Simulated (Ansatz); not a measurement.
C4H15GeNSi can be A, `CC(C)(C)[N]([SiH3])[GeH3]`, or B, `C[N]([GeH3])[Si](C)(C)C`.

Computed with Ansatz on PBE0-D4/def2-TZVP structures; ΔE is electronic, products minus reactants. CCSD(T)/CBS adds triple-zeta CCSD(T) − MP2 to the extrapolated MP2 energy (def2 sets, frozen cores). Functionals use def2-TZVPP. B3LYP here is the variant with VWN-RPA as its local correlation; programs differ in this. For Ge outer-core shells are correlated without core-valence functions, which leaves a few kJ/mol of doubt a bond. Scalar relativity is left out up to krypton. Each species was taken in one conformer, which may not be the lowest.

A:

```xyz
22

C    -0.434   -1.690   -0.734
C    -0.170   -0.192   -0.613
C     1.035    0.180   -1.477
C    -1.408    0.545   -1.113
N     0.100    0.156    0.804
Si    0.886   -0.971    1.849
Ge   -0.145    1.908    1.348
H    -0.642   -1.949   -1.774
H     0.433   -2.282   -0.423
H    -1.290   -1.987   -0.126
H     1.240    1.251   -1.415
H     1.925   -0.356   -1.142
H     0.858   -0.071   -2.526
H    -2.275    0.317   -0.488
H    -1.634    0.246   -2.139
H    -1.263    1.629   -1.120
H     1.219   -0.253    3.104
H     2.149   -1.515    1.266
H     0.041   -2.146    2.199
H    -1.644    2.236    1.490
H     0.550    2.064    2.705
H     0.471    2.881    0.323
```

B:

```xyz
22

C     0.317   -1.992   -0.775
N     0.622   -0.835    0.056
Ge    1.747   -1.198    1.460
Si   -0.353    0.585   -0.154
C    -2.166    0.180    0.102
C     0.167    1.895    1.074
C    -0.132    1.246   -1.894
H    -0.174   -1.686   -1.704
H    -0.347   -2.713   -0.280
H     1.229   -2.527   -1.064
H     1.041   -2.058    2.534
H     2.239    0.110    2.089
H     2.928   -2.013    0.893
H    -2.503   -0.600   -0.587
H    -2.349   -0.174    1.120
H    -2.795    1.059   -0.067
H     1.215    2.178    0.954
H     0.016    1.581    2.109
H    -0.440    2.792    0.912
H    -0.417    0.513   -2.653
H     0.909    1.525   -2.074
H    -0.754    2.133   -2.050
```

**Question.** Which isomer does CCSD(T)/CBS put lower? Give the gap. (Best estimate.)

**Answer.** Computed: B, by 112.6 kJ/mol.

**Question.** Give E(B) − E(A) in kJ/mol with B3LYP, MP2/def2-TZVPP, r2SCAN-D4, HF/def2-TZVPP, CCSD(T)/def2-TZVPP, B3LYP-D4, BLYP-D4. (An estimate is asked.)

**Answer.** Ansatz gave: B3LYP -131.7, MP2/def2-TZVPP -111.2, r2SCAN-D4 -126.5, HF/def2-TZVPP -122.9, CCSD(T)/def2-TZVPP -109.9, B3LYP-D4 -123.3, BLYP-D4 -122.3. None reverses the order clearly.

Largest T1 diagnostic: 0.011.

From BLYP to BHLYP (50 % exact exchange), in def2-TZVPP and without D4, E(B) − E(A) moves by +8.8 kJ/mol. At CCSD(T), def2-SVP lies +39.4 kJ/mol from the extrapolated value and def2-TZVPP +2.8 kJ/mol.
